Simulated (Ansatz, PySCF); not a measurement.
Noncovalent pair: BrH3Sn (SMILES [Br][SnH3]) (first 5 atoms) with NH3 (SMILES N); geometry from B3LYP-D3(BJ)/def2-TZVP, rigid monomers moved along the line of their centres of mass till Sn2···N6 is 3.47 Å.
(charge 0, multiplicity 1):
```xyz
9

Br     2.333    -0.326     0.978
Sn     0.438     1.062     0.043
H      1.138     1.631    -1.423
H      0.137     2.386     1.068
H     -0.883     0.055    -0.324
N     -0.860    -0.150     3.024
H     -1.782     0.026     3.407
H     -0.748    -1.153     2.924
H     -0.174     0.156     3.705
```

Monomers are frozen at their geometry in the pair; levels with a basis set take the counterpoise correction.

Correlated levels freeze the cores. Filled d and f shells under p-block atoms count as core. CBS(a, b) extrapolates the correlation energy as X⁻³ and adds the Hartree–Fock energy of set b.

Programs: Ansatz (a first-principles code); PySCF for the dispersion terms. Each number belongs to the level named beside it. In def2 rows elements past Kr take small-core potentials, without spin–orbit coupling.

PBE/def2-TZVPPD gives -3.66 kcal/mol for the interaction energy.

Task: How do the other levels lie against it? Give each less PBE: PBE-D3(BJ)/def2-TZVPPD, r2SCAN/def2-TZVPPD, B3LYP/def2-TZVPPD, wB97M-V/def2-TZVPPD, MP2/CBS(def2-SVPD, def2-TZVPPD), CCSD(T)/CBS(def2-SVPD, def2-TZVPPD).

Result: PBE-D3(BJ)/def2-TZVPPD -1.22; r2SCAN/def2-TZVPPD -0.80; B3LYP/def2-TZVPPD 0.80; wB97M-V/def2-TZVPPD -1.46; MP2/CBS(def2-SVPD, def2-TZVPPD) -1.14; CCSD(T)/CBS(def2-SVPD, def2-TZVPPD) -1.02 kcal/mol. 1 of 6 lie above PBE; the widest gap is to wB97M-V/def2-TZVPPD.
